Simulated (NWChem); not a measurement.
Species: C2H7AlO2; SMILES C[O][Al]([CH3])[OH]

```xyz
12

Al    -0.2137     0.4730     0.0116
C     -1.7157     1.6927    -0.0134
H     -2.6788     1.1609    -0.0083
H     -1.6832     2.3335    -0.9096
H     -1.6889     2.3655     0.8591
O      1.3644     1.1153     0.0629
H      2.1913     0.6332     0.0765
O     -0.4889    -1.2023    -0.0188
C      0.1669    -2.4200    -0.0160
H     -0.1333    -3.0297     0.8560
H     -0.0805    -3.0054    -0.9205
H      1.2703    -2.3231     0.0182
```
Atoms are numbered in this order, from 1.

Computed with NWChem. Pople sets run with spherical d functions. Coordinates come from a PBE0/def2-SVP optimisation. No frequency run checked for a minimum. GIAO values for the isolated, static molecule; σ is the absolute isotropic shielding, δ = σ(reference) − σ with the isolated reference molecule computed at the same levels (13C: tetramethylsilane, 1H: tetramethylsilane, 17O: water).

```csv
level,σ Al1 (ppm),δ C2 (ppm),δ O6 (ppm),δ H7 (ppm),δ O8 (ppm),δ C9 (ppm),δ H10 (rotor mean) (ppm)
PBE0/pcSseg-1,435.3,-20.2,28.7,1.63,25.4,53.4,3.84
BHandHLYP/pcSseg-1,442.9,-20.0,22.0,1.66,15.3,51.8,3.72
Hartree-Fock/6-31G*,514.2,-14.9,9.9,1.40,-10.7,47.6,3.58
PBE/pcSseg-1,___,___,___,___,___,___,___
```

Q: Complete the blanks.

A: 
- PBE/pcSseg-1, σ Al1 (ppm): 423.4
- PBE/pcSseg-1, δ C2 (ppm): -21.5
- PBE/pcSseg-1, δ O6 (ppm): 37.6
- PBE/pcSseg-1, δ H7 (ppm): 1.73
- PBE/pcSseg-1, δ O8 (ppm): 43.3
- PBE/pcSseg-1, δ C9 (ppm): 55.3
- PBE/pcSseg-1, δ H10 (rotor mean) (ppm): 4.04
